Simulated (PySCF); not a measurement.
Working out the ionisation energy of P+

P+ [Ne] 3s2 3p2 (3P) → P(2+) [Ne] 3s2 3p1 (2P). All numbers are calculated (PySCF 2.14, no relativity, point nucleus, in def2-TZVP (5s5p2d1f, 37 functions)). Frozen: [Ne]. Energies in hartree (1 hartree = 27.21139 eV):

| part | P+ (lower) | P(2+) (upper) |
| --- | --- | --- |
| UHF | -340.345663 | -339.641401 |
| CCSD correlation | -0.081322 | -0.063983 |
| (T) | -0.002251 | -0.001001 |

Task: What does Hartree-Fock give?

Result: (-339.641401) − (-340.345663) = 0.704262 hartree = 19.164 eV.

Task: What do CCSD and CCSD(T) give?

Result: The CCSD correlation energies differ by 0.017339 hartree = 0.472 eV and the triples by 0.001250 hartree = 0.034 eV, so CCSD gives 19.636 eV and CCSD(T) 19.670 eV.

Reference: 19.769 eV (semi-empirical (NIST evaluation); NIST Atomic Spectra Database, ionization energies), between the lowest levels; spin-orbit coupling is absent from the calculation.

What remains against the reference includes basis incompleteness, the frozen core and higher excitations.
